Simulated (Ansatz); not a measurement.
Cartesian coordinates in Å:
```
B -1.347 -1.715 0.901
Al -0.285 -0.095 0.040
Si 0.245 2.031 1.147
C 0.241 -0.305 -1.834
O 1.353 -0.722 -0.906
H -0.870 -2.809 1.059
H -2.486 -1.625 1.270
H 0.806 1.850 2.519
H -0.974 2.881 1.306
H 1.236 2.843 0.380
H -0.080 -1.156 -2.431
H 0.631 0.488 -2.466
H 1.529 -1.664 -0.986
```

Total charge 0; spin multiplicity 1. The bonds changed during the relaxation, so this is another structure than the one it started from.

(1) List the B3LYP/def2-TZVPP orbital energies in eV (Ansatz 0.2.0). (Estimate.)

## Answers

(1) Ansatz gave: Occupied: -1798.13, -1523.75, -522.20, -277.78, -183.68, -142.71, -111.75, -98.02, -98.02, -98.00, -72.46, -72.33, -72.29, -29.11, -18.76, -15.18, -14.10, -13.54, -12.66, -11.71, -10.30, -9.40, -9.06, -9.05, -8.62, -7.06, -6.61. Lowest empty: -2.43, -0.79, 0.08, 0.66, 1.08, 1.41, 1.65, 1.93.

B3LYP here is the variant with VWN-RPA as its local correlation; programs differ in this.
